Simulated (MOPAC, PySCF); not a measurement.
HAlI₂, SMILES `[I][AlH][I]`, neutral singlet in the gas phase. 

Cartesian coordinates (Å):
```xyz
4

I     -2.1068    -1.0631    -0.4217
Al    -0.0029     0.2334    -0.3920
I      2.1315    -0.9423    -0.8051
H     -0.0218     1.7720    -0.1164
```
Charge 0, spin multiplicity 1.

All levels are single points at this geometry (B3LYP-D3(BJ)/def2-TZVP); Pople sets use spherical d functions. Orbital energies aren't observables, and empty levels follow the basis.

PM6 in MOPAC gives HOMO (eV) = -9.91.

Task: Estimate the HOMO (eV) from each of these levels: TPSSh-D3(BJ)/def2-TZVP in PySCF; B3LYP/6-311+G** (LANL2DZ on I) in PySCF; BP86/6-31G* (LANL2DZ on I) in PySCF; M06-2X/6-31G* (LANL2DZ on I) in PySCF; PM7 in MOPAC.

Result: 
```csv
level,HOMO (eV)
TPSSh-D3(BJ)/def2-TZVP in PySCF,-7.21
B3LYP/6-311+G** (LANL2DZ on I) in PySCF,-7.62
BP86/6-31G* (LANL2DZ on I) in PySCF,-6.88
M06-2X/6-31G* (LANL2DZ on I) in PySCF,-8.74
PM7 in MOPAC,-9.91
```
